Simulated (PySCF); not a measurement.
BH₂, SMILES [BH2], multiplicity 2.

Coordinates come from a PBE0-D3(BJ)/def2-TZVPD optimisation. The isomer is the one that the SMILES or the coordinates give; other isomers of the formula were not compared.

Level of theory: ωB97X/def2-TZVPD run with PySCF.

Isolated molecule, no solvent.

The total energy comes out as -25.92776 hartree, the point group comes out as C2v and the α spin, highest occupied and lowest empty level comes out as -8.43 and 0.14 eV. The β spin, highest occupied and lowest empty level comes out as -12.93 and 0.10 eV and the dipole moment is 0.53 D. The quadrupole, principal values (traceless, Buckingham form, about the centre of nuclear charge) comes out as -1.99, -0.21, 2.20 D·Å. The mean static polarisability is 20.3 bohr³ (3.00 Å³) and the polarisability, principal values is 20.0, 20.2, 20.6 bohr³. The ⟨S²⟩ is 0.752 (pure state 0.75).
